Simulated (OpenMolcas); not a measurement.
Te: effect of the active space

```json
{
 "Program": "OpenMolcas 26.06",
 "Method": "SS-CASPT2 or its RAS form, IPEA 0.25 Eh, imaginary shift 0.1 Eh",
 "Basis": "ANO-RCC-VQZP",
 "Scalar Hamiltonian": "DKH2, point nucleus",
 "Spin-orbit coupling": "state interaction with AMFI integrals over the reference wave functions, term energies averaged over their components"
}
```

A. 4 electrons in 3 orbitals (5p); 2S+1 = 3 even, 3 roots; 2S+1 = 1 even, 6 roots; closed shells correlated: 4d 5s; CASPT2 step about 2.6 core-seconds
B. 6 electrons in 8 orbitals (5s 5p 6s 6p); 2S+1 = 3 even, 3 roots; 2S+1 = 1 even, 6 roots; 2S+1 = 3 odd, 3 roots (0 in the spin-orbit step); closed shells correlated: 4d; CASPT2 step of the order of 8 core-seconds
C. 6 electrons in 9 orbitals (RAS2 5s 5p; RAS3 5d, at most 2 electrons); 2S+1 = 3 even, 3 roots; 2S+1 = 1 even, 6 roots; 2S+1 = 3 odd, 3 roots; 2S+1 = 1 odd, 3 roots (0 in the spin-orbit step); closed shells correlated: 4d; CASPT2 step of the order of 14 core-seconds

Energies in cm⁻¹ above 5s² 5p⁴ ³P₂, the measured ground level; measured values from NIST Handbook of Basic Atomic Spectroscopic Data.

```tsv
Level	A	B	C	Measured
5s² 5p⁴ ³P₂	0.0	0.0	0.0	0.0
5s² 5p⁴ ³P₁	4340	4190	4240	4751
5s² 5p⁴ ³P₀	4590	4510	4550	4706
5s² 5p⁴ ¹D₂	10380	10650	10320	10558
5s² 5p⁴ ¹S₀	23040	23780	22880	23198
```

Deviations, from unrounded energies. A percentage is the sum of absolute deviations over the sum of measured energies, with the sign that they share, or ± where signs differ.

```json
{"Against measurement": "mean absolute deviation (cm-1)", "Levels": "4", "A": "220", "B": "360", "C": "300"}
{"Against measurement": "fine structure of the ground term (%)", "Levels": "2", "A": "-5.6", "B": "-8.0", "C": "-7.0"}
{"Against measurement": "other terms of the ground configuration (%)", "Levels": "2", "A": "-1.0", "B": "+2.0", "C": "-1.6"}
```

A lies closest to measurement on these levels and B furthest from it. The largest miss of A in the table is 5s² 5p⁴ ³P₁, by -410 cm-1. The ranking rests on the paired levels alone, and a cruder setting can come out closer through cancelling errors.

Among A to C the level of the table that moves most is 5s² 5p⁴ ¹S₀, by 900 cm-1 (lowest in C, highest in B). Moves below CASPT2's spread within the term are not significant.

CASPT2 does not keep the components of a term degenerate, so their means are used; among the terms shown or strongly mixed into the levels shown the widest spread is 190 cm-1 (5s² 5p⁴ ¹D, A). With the s shell closed, the reference lacks s² → p² mixing (holds for A). Some high roots are left out of the spin-orbit mixing, which shifts the levels that they would mix with (holds for B; C). Active for correlation alone: 6p 6s; no level in the range computed is led by a configuration that fills them, so any true level of that kind is missing (holds for B). Active for correlation alone: 5d; no level in the range computed is led by a configuration that fills it, so any true level of that kind is missing (holds for C). Measured partners are found by configuration, term and J. A level has none where our copy of the source lacks it or the pairing is in doubt (some pairs that miss far off the trend of their configuration count as doubtful), and it then counts in no deviation. Levels of configurations outside the active space are missing. The table leaves out levels that lie high or whose names do not pair safely across all columns.
